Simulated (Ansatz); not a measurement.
Si₄O. The state is a singlet with charge 0. Geometry PBE0-D4/def2-SVP; atoms count from 1.

```xyz
5

O     0.877   -1.492    0.529
Si   -0.936    0.795   -1.078
Si   -0.359    2.192    0.753
Si    0.017   -1.624   -0.948
Si    0.401    0.129    0.743
```

The structure comes from a short search, and lower isomers may exist.

(1) Estimate the Mulliken populations from the PBE0/def2-TZVP orbitals of Ansatz.

(2) And the Mayer bond orders between bonded heavy atoms (over 0.3)?

## Answers

(1) 
```csv
atom,charge (e)
O1,-0.38
Si2,-0.14
Si3,0.00
Si4,0.30
Si5,0.21
```
Mulliken values and Mayer orders depend strongly on the basis.

(2) O1–Si4 1.08 (1.71 Å); O1–Si5 1.01 (1.70 Å); Si2–Si3 1.13 (2.37 Å); Si2–Si4 0.69 (2.60 Å); Si2–Si5 1.04 (2.36 Å); Si3–Si5 1.42 (2.20 Å); Si4–Si5 0.47 (2.47 Å).
